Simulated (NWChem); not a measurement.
Molecule: C$_{2}$H$_{5}$ITe; SMILES CC[Te]I

```xyz
9

Te     0.6437     1.0558    -0.0396
I     -0.0075    -1.5805     0.0068
C     -1.2963     1.7920     0.5969
C     -2.4230     1.5659    -0.3861
H     -1.0952     2.8638     0.7651
H     -1.4891     1.3353     1.5780
H     -2.5822     0.4929    -0.5728
H     -2.2247     2.0514    -1.3530
H     -3.3643     1.9763     0.0167
```
Atoms are numbered in this order, from 1.

Computed with NWChem. Medium grid unless said otherwise, to which SCAN and Minnesota functionals are sensitive. Structure relaxed at the PBE0/def2-SVP level. Not confirmed as a minimum by frequencies. def2 effective core potentials on Te, I; no spin-orbit coupling. B3LYP is NWChem's, with the RPA form of VWN correlation.

**Question.** Order these by “orbital gap (eV)”, lowest first: B97-D/def2-SVP; M05-2X/def2-SVP; B3LYP/def2-SVP.

**Answer.** B97-D/def2-SVP (1.62), B3LYP/def2-SVP (3.02), M05-2X/def2-SVP (5.52)
